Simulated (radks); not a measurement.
Q: As18+, configuration [Ne] 3s2 3p3 (the NIST ground configuration). All-electron calculation, non-relativistic Kohn-Sham, r2SCAN, spin-polarised, spherical densities, point nucleus; open shells are filled with parallel spins first; meta-GGA in the generalised Kohn-Sham scheme. Program: a radial shooting solver on a logarithmic mesh with Libxc functionals. Some entries of the table are withheld. Estimate them.

orbital,occ.,eigenvalue (eV),<r^2> (bohr^2),<r> (bohr)
1s up,1,-12276.82,0.002884,0.04640
1s down,1,-12271.90,0.002882,0.04638
2s up,1,-2146.222,0.04905,0.2043
2s down,1,-2144.114,0.04888,0.2040
2p up,3,-1996.342,0.03801,0.1766
2p down,3,-1991.634,0.03798,0.1766
3s up,1,-756.7107,0.3069,0.5200
3s down,1,-739.3221,0.3113,0.5237
3p up,3,-704.5011,(1),0.5076
3p down,0,-687.1564,(2),0.5109

A: 
(1) 3p up <r^2> (bohr^2): 0.2962
(2) 3p down <r^2> (bohr^2): 0.3003
